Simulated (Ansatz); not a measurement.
A short molecular-dynamics run on H₂Au₂ (the lowest singlet isomer of a short search).

```yaml
crystal:
  periodic: [false, false, false]
  atoms:
    - {symbol: Au, position_ang: [0.323304, 0.608967, 0.084687]}
    - {symbol: Au, position_ang: [-1.649974, -1.205501, 0.379183]}
    - {symbol: H, position_ang: [-0.191107, -1.033784, -0.337459]}
    - {symbol: H, position_ang: [1.517776, 1.630328, -0.126411]}
basis:
  gaussian: {orbitals: def2-SVP}
hamiltonian: {xc: {name: revPBE}, dispersion: d3bj}
md: {timestep: 0.5 fs, n_steps: 15, ensemble: nvt_langevin, temperature: 300, initial_velocities: maxwell_boltzmann, friction: 0.01, seed: 422}
scf: {omitted_lower_state_checks: [starts]}
```

```sh
$ ansatz run in.yaml --threads 4 --pin off --events-out ev --progress --plain --max-ram 3916MiB
```

| step | time (fs) | potential energy (eV) | kinetic (eV) | T (K) |
| --- | --- | --- | --- | --- |
| 0 | 0.0 | -7424.3737 | 0.1163 | 225 |
| 1 | 0.5 | -7424.3712 | 0.1068 | 207 |
| 2 | 1.0 | -7424.3683 | 0.1070 | 207 |
| 3 | 1.5 | -7424.3655 | 0.0971 | 188 |
| 4 | 2.0 | -7424.3628 | 0.0862 | 167 |
| 5 | 2.5 | -7424.3607 | 0.0812 | 157 |
| 6 | 3.0 | -7424.3597 | 0.0851 | 165 |
| 7 | 3.5 | -7424.3595 | 0.1026 | 198 |
| 8 | 4.0 | -7424.3602 | 0.0939 | 182 |
| 9 | 4.5 | -7424.3613 | 0.1018 | 197 |
| 10 | 5.0 | -7424.3623 | 0.0996 | 193 |
| 11 | 5.5 | -7424.3627 | 0.0962 | 186 |
| 12 | 6.0 | -7424.3626 | 0.0927 | 179 |
| 13 | 6.5 | -7424.3624 | 0.0900 | 174 |
| 14 | 7.0 | -7424.3620 | 0.0792 | 153 |
| 15 | 7.5 | -7424.3615 | 0.0837 | 162 |

Velocities are drawn at the set temperature; a run this short doesn't reach equilibrium. Under Langevin dynamics the printed temperature counts 3N degrees of freedom, so it starts below the set value.

In the def2 sets Au takes a core potential; there is no spin–orbit coupling.

Frames (Å, forces in eV/Å):

```xyz
4
time=0.0 fs
Au    0.323    0.609    0.085    0.088    0.232    0.051
Au   -1.650   -1.206    0.379   -0.490   -0.337    0.122
H    -0.191   -1.034   -0.337    0.138   -0.083   -0.110
H     1.518    1.630   -0.126    0.264    0.188   -0.063
4
time=0.5 fs
Au    0.323    0.609    0.084    0.047    0.217    0.069
Au   -1.650   -1.206    0.380   -0.544   -0.344    0.148
H    -0.198   -1.034   -0.336    0.194   -0.088   -0.143
H     1.509    1.637   -0.119    0.302    0.214   -0.073
4
time=1.0 fs
Au    0.323    0.610    0.083    0.004    0.196    0.085
Au   -1.649   -1.206    0.381   -0.586   -0.349    0.168
H    -0.203   -1.036   -0.336    0.240   -0.091   -0.170
H     1.501    1.645   -0.111    0.343    0.244   -0.084
4
time=1.5 fs
Au    0.323    0.610    0.082   -0.036    0.174    0.098
Au   -1.649   -1.207    0.381   -0.619   -0.354    0.184
H    -0.207   -1.037   -0.335    0.276   -0.092   -0.190
H     1.492    1.652   -0.104    0.379    0.271   -0.092
4
time=2.0 fs
Au    0.323    0.610    0.082   -0.071    0.155    0.109
Au   -1.649   -1.207    0.382   -0.645   -0.357    0.197
H    -0.209   -1.039   -0.333    0.307   -0.092   -0.207
H     1.484    1.659   -0.097    0.409    0.294   -0.100
4
time=2.5 fs
Au    0.323    0.611    0.081   -0.088    0.145    0.116
Au   -1.648   -1.207    0.383   -0.672   -0.360    0.210
H    -0.212   -1.042   -0.332    0.339   -0.088   -0.222
H     1.478    1.666   -0.090    0.421    0.303   -0.104
4
time=3.0 fs
Au    0.323    0.611    0.080   -0.073    0.162    0.116
Au   -1.648   -1.207    0.383   -0.699   -0.362    0.224
H    -0.216   -1.044   -0.332    0.373   -0.080   -0.238
H     1.474    1.675   -0.084    0.399    0.280   -0.102
4
time=3.5 fs
Au    0.323    0.611    0.080   -0.032    0.202    0.112
Au   -1.648   -1.207    0.384   -0.720   -0.362    0.236
H    -0.219   -1.046   -0.332    0.403   -0.072   -0.251
H     1.470    1.686   -0.078    0.349    0.231   -0.097
4
time=4.0 fs
Au    0.323    0.612    0.079    0.027    0.258    0.103
Au   -1.647   -1.207    0.385   -0.728   -0.359    0.243
H    -0.221   -1.048   -0.334    0.422   -0.060   -0.258
H     1.467    1.699   -0.074    0.279    0.162   -0.088
4
time=4.5 fs
Au    0.323    0.612    0.078    0.094    0.316    0.091
Au   -1.647   -1.208    0.386   -0.720   -0.355    0.243
H    -0.223   -1.051   -0.337    0.427   -0.045   -0.256
H     1.465    1.712   -0.071    0.199    0.084   -0.078
4
time=5.0 fs
Au    0.323    0.613    0.078    0.152    0.363    0.078
Au   -1.647   -1.208    0.387   -0.695   -0.348    0.234
H    -0.223   -1.054   -0.340    0.416   -0.026   -0.243
H     1.462    1.724   -0.068    0.126    0.011   -0.069
4
time=5.5 fs
Au    0.323    0.613    0.077    0.199    0.400    0.065
Au   -1.646   -1.208    0.387   -0.664   -0.341    0.222
H    -0.222   -1.058   -0.343    0.399   -0.007   -0.226
H     1.459    1.737   -0.066    0.065   -0.053   -0.061
4
time=6.0 fs
Au    0.324    0.614    0.076    0.238    0.431    0.053
Au   -1.646   -1.208    0.388   -0.632   -0.334    0.209
H    -0.222   -1.063   -0.345    0.381    0.014   -0.207
H     1.455    1.749   -0.065    0.012   -0.110   -0.054
4
time=6.5 fs
Au    0.324    0.614    0.076    0.275    0.458    0.041
Au   -1.646   -1.209    0.389   -0.591   -0.327    0.190
H    -0.220   -1.067   -0.348    0.353    0.033   -0.183
H     1.451    1.760   -0.063   -0.037   -0.165   -0.048
4
time=7.0 fs
Au    0.324    0.615    0.075    0.305    0.483    0.031
Au   -1.645   -1.209    0.390   -0.539   -0.320    0.166
H    -0.217   -1.071   -0.351    0.313    0.050   -0.154
H     1.448    1.771   -0.061   -0.079   -0.213   -0.043
4
time=7.5 fs
Au    0.324    0.615    0.075    0.332    0.503    0.023
Au   -1.645   -1.209    0.390   -0.479   -0.311    0.137
H    -0.213   -1.074   -0.354    0.265    0.066   -0.121
H     1.444    1.781   -0.058   -0.117   -0.257   -0.039
```

Run time 11 s (4 threads of Arm Neoverse V1 on a shared host).
